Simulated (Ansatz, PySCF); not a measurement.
Species: sum formula InO$_{3}$H$_{3}$, net charge -1, doublet state. 
Structure (B3LYP-D3(BJ)/def2-TZVP (Ansatz, a program for electronic structure) minimum search):
```xyz
7

In    -0.1350    -0.2685    -0.1191
O      1.7528     0.1805    -0.9476
H      2.3584     0.1249    -0.1985
O      0.1968    -0.3280     1.9638
H     -0.3602     0.3790     2.3117
O     -1.2816     1.4757    -0.4272
H     -0.7254     2.0271    -0.9909
```
Charge -1, spin multiplicity 2.

Total electronic energies in hartree. Cores are frozen in the correlated levels unless marked. Open shells are spin-unrestricted. Spin-orbit coupling is left out. Frozen are the shells of the preceding noble gas and the d and f shells that filled before the atom's block. Past Kr the def2 sets carry scalar-relativistic core potentials. STO-3G rows are all-electron and non-relativistic. Basis-set limits of correlation are two-point, X^-3; Hartree-Fock from the larger set. [CCSD(T)-MP2]/basis is that difference in the basis named.

| level | program | energy (Eh) |
|---|---|---|
| HF/def2-TZVPP | Ansatz | -415.71459 |
| revPBE/def2-TZVPD | Ansatz | -417.79592 |
| B97M-V/def2-TZVPD | Ansatz | -417.74104 |
| B3LYP/def2-TZVPD | PySCF | -417.88674 |
| PBE0-D3(BJ)/def2-TZVPD | Ansatz + dftd3 | -417.57124 |
| PBE0-D4/def2-TZVPD | Ansatz + dftd4 | -417.57195 |
| PBE0/def2-QZVPP | Ansatz | -417.58175 |
| TPSSh-D4/def2-TZVPD | PySCF + dftd4 | -417.73965 |
| r2SCANh-D4/def2-TZVPD | Ansatz + dftd4 | -417.74705 |
| CAM-B3LYP-D3(BJ)/def2-TZVPD | Ansatz + dftd3 | -417.72825 |
| RPA@PBE/def2-QZVPP | Ansatz | -417.04349 |
| MP2/def2-TZVPPD | Ansatz | -416.55941 |
| CCSD/def2-SVPD | Ansatz | -416.14748 |
| CCSD(T)/STO-3G | Ansatz | -5906.14579 |
| RI-MP2/CBS(def2-TZVPPD,def2-QZVPPD)+[CCSD(T)-MP2]/def2-TZVPPD | Ansatz | -416.7071 |

Totals of different functionals don't rank their quality; only differences between species are comparable.
